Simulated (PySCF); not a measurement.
# Computed records: AlFH$_{3}$OSi, ClF$_{2}$Si, FH$_{3}$OSi$_{2}$

Computed with PySCF 2.14.0. Calculation on a computer-drawn molecule: the log of a Hartree-Fock and frozen-core CCSD(T) single point meant for a local Hartree-Fock minimum, with one planted fault or none, to be diagnosed. Offsets are logged minus clean, where the clean run is the same molecule without the fault. The reference is restricted for singlets and unrestricted otherwise, and also for a bond in bohr or an excited solution. Adding or removing an electron swaps singlet and doublet. The excited solution moves the top pair (singlet) or top alpha electron (doublet) to the lowest empty orbital. Highest occupied and lowest empty are orbital energies over both spins, largest force is the largest gradient component, triples share is (T) over the correlation energy, the T1 limit is 0.02 restricted and 0.045 unrestricted, electrons count all cores, a negative frequency is imaginary (commonest isotopes), and the dipole is about the centre of nuclear charge.

Common to all runs: meant charge 0; meant basis cc-pV(D+d)Z; logged SCF converged yes; possible faults no fault, one electron removed, one electron added, multiplicity raised by two, geometry at a saddle point, SCF held on an excited solution, minimal basis STO-3G, one bond length entered in bohr, all coordinates scaled.

(1) AlFH$_{3}$OSi

Logged structure:
```xyz
7
AlFH3OSi
F      1.1575     3.9502    -0.7787
Si     1.8760     2.4190    -0.4654
O      1.2072     1.7999     0.9894
Al     0.3792     1.3893     2.5343
H      1.5119     1.4940    -1.6860
H      1.2990     1.3563     3.9257
H     -1.2513     1.0408     2.4877
```

- meant multiplicity: 2
- logged electrons: 47
- logged basis functions: 89
- logged spin squared: 0.7564
- logged highest occupied: -9.7179 eV
- logged lowest empty: 1.2445 eV
- logged largest force: 0.049371 hartree/bohr
- logged T1 diagnostic: 0.017832
- logged D1 diagnostic: 0.066472
- logged triples share: 0.02137
- logged CC converged: yes
- logged dipole magnitude: 2.2292 debye
- logged SCF stable within its kind: yes
- logged energy HF: -707.00322 hartree
- logged energy CCSD(T): -707.56211 hartree
- planted fault: all coordinates scaled, by +6.2 %
- HF energy offset from clean run: 15.26 kcal/mol
- CCSD(T) energy offset from clean run: 9.301 kcal/mol

Drawn bonds:
```tsv
atom	other atom	order
1	2	1
2	3	1
3	4	1
2	5	1
4	6	1
4	7	1
```

(2) ClF$_{2}$Si

Logged structure:
```xyz
4
ClF2Si
F     -2.3945     0.6340     1.3353
Si    -1.0498    -0.2261     1.3477
F     -1.0857    -1.1443     0.0424
Cl     0.5436     1.0391     1.2207
```

- meant multiplicity: 2
- logged electrons: 49
- logged basis functions: 28
- logged spin squared: 0.7562
- logged highest occupied: -7.7358 eV
- logged lowest empty: 4.0534 eV
- logged largest force: 0.026685 hartree/bohr
- logged T1 diagnostic: 0.014584
- logged D1 diagnostic: 0.078385
- logged triples share: 0.069445
- logged CC converged: yes
- logged dipole magnitude: 2.7578 debye
- logged SCF stable within its kind: yes
- logged energy HF: -936.31262 hartree
- logged energy CCSD(T): -936.39408 hartree
- planted fault: minimal basis STO-3G
- HF energy offset from clean run: 6993 kcal/mol
- CCSD(T) energy offset from clean run: 7326 kcal/mol

Drawn bonds:
```tsv
atom	other atom	order
1	2	1
2	3	1
2	4	1
```

(3) FH$_{3}$OSi$_{2}$

Logged structure:
```xyz
7
FH3OSi2
F     -1.0607     1.5655     0.8134
Si     0.3975     2.0732     0.2804
O      1.2645     0.7010     0.4595
Si     1.2710    -0.8952     0.9309
H      2.6338    -1.4198     0.7286
H      0.3119    -1.6589     0.1096
H      0.9016    -0.9930     2.3562
```

* meant multiplicity: 1
* logged electrons: 48
* logged basis functions: 89
* logged spin squared: 0
* logged highest occupied: -5.535 eV
* logged lowest empty: -3.8981 eV
* logged largest force: 0.038992 hartree/bohr
* logged dipole magnitude: 2.1697 debye
* logged SCF stable within its kind: no
* logged energy HF: -753.65613 hartree
* planted fault: SCF held on an excited solution
* HF energy offset from clean run: 244.1 kcal/mol

Drawn bonds:
```tsv
atom	other atom	order
1	2	1
2	3	1
3	4	1
4	5	1
4	6	1
4	7	1
```

Notes: coupled-cluster numbers left out as unreliable.
